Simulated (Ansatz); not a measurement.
## Ligand exchange: SiH2(SH)2 + GaH(CH3)(SH) → SiH(SH)3 + GaH2(CH3)

Species: SiH2(SH)2, singlet; GaH(CH3)(SH), singlet; SiH(SH)3, singlet; GaH2(CH3), singlet. The partners trade H for SH: Si–H and Ga–SH bonds give way to Si–SH and Ga–H.

Shapes, held fixed at every level: PBE0-D4/def2-TZVP. Flexible molecules stand in one conformer, not always the lowest. Programs: Ansatz 0.2.0. Electronic energies: no zero-point or thermal term.

```csv
level,kind,ΔE (kJ/mol),less CCSD(T)/def2-TZVPP
HF/def2-TZVPP,Hartree–Fock,+59.6,+6.7
PBE-D4/def2-TZVPP,GGA,+45.7,-7.2
PBE0-D4/def2-TZVPP,global hybrid,+46.6,-6.3
wB97M-V/def2-TZVPP,range-separated hybrid,+46.2,-6.7
B2PLYP/def2-TZVPP,double hybrid,+53.2,+0.3
MP2/def2-SVP,perturbation theory,+57.2,+4.3
CCSD/def2-SVP,coupled cluster or CI,+59.9,+7.0
CCSD(T)/def2-TZVPP,coupled cluster or CI,+52.9,0.0
```

The highest level, CCSD(T)/def2-TZVPP, gives ΔE = +52.9 kJ/mol; the levels span +45.7 to +59.9. The column of differences is taken from that level and isn't an error. No measured value is set beside it here. Relativity is left out for Ga. Outer-core shells of Ga are correlated, in sets that cover them unevenly.
